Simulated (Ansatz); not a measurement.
Born–Oppenheimer molecular dynamics of ClF$_{3}$H$_{2}$SSi (8 atoms, charge 0, multiplicity 1). It starts at the highest image of a converged band, a first-order saddle point between two minima.

Computed with Ansatz, RKS PBE-D4/def2-SVP.

```
ensemble                      : NVE (velocity Verlet)
time step                     : 0.5 fs
steps asked                   : 200
starting velocities drawn for : 300 K
seed                          : 6204
```

First frame:

```xyz
8
Properties=species:S:1:pos:R:3
Si -0.354 0.094 -0.111
Cl -0.073 0.662 2.209
F 0.769 -1.054 0.124
F 0.085 1.612 -0.468
F -0.864 -0.381 -1.594
S -2.502 -0.285 0.723
H -2.266 -1.626 0.823
H -1.632 0.105 1.949
```

Question: How far do the bonds stretch over the last three quarters of this one trajectory? (Pairs bonded in most of those frames.)

Answer: 
| bond | mean (Å) | spread (Å) | shortest | longest |
| --- | --- | --- | --- | --- |
| Si1–Cl2 | 2.164 | 0.129 | 2.02 | 2.39 |
| Si1–F3 | 1.624 | 0.025 | 1.58 | 1.66 |
| Si1–F4 | 1.625 | 0.020 | 1.59 | 1.66 |
| Si1–F5 | 1.650 | 0.013 | 1.63 | 1.68 |
| Si1–S6 | 2.613 | 0.196 | 2.40 | 3.08 |
| S6–H7 | 1.364 | 0.005 | 1.35 | 1.37 |
| S6–H8 | 1.400 | 0.076 | 1.28 | 1.57 |

Pairs bonded in part of these frames only: Si1–S6 71 %.

Mean temperature of the second half: 640 K. The conserved energy stayed within 0.13 meV per atom of its start (net change -0.1 meV per atom), so the integration is sound. The kinetic energy rose, since the run started high on the potential surface and went downhill. It ends in pieces (ClF3Si + H2S), so much of that is their flight and rotation, not heat. A run of 0.1 ps of so small a system gives no equilibrium averages. The orbitals stay closed-shell, which can raise the energy where a bond breaks towards radicals; this wasn't checked here.

Run time: 6 min on 2 threads of Arm Neoverse V1 (shared host), peak memory 0.14 GiB.
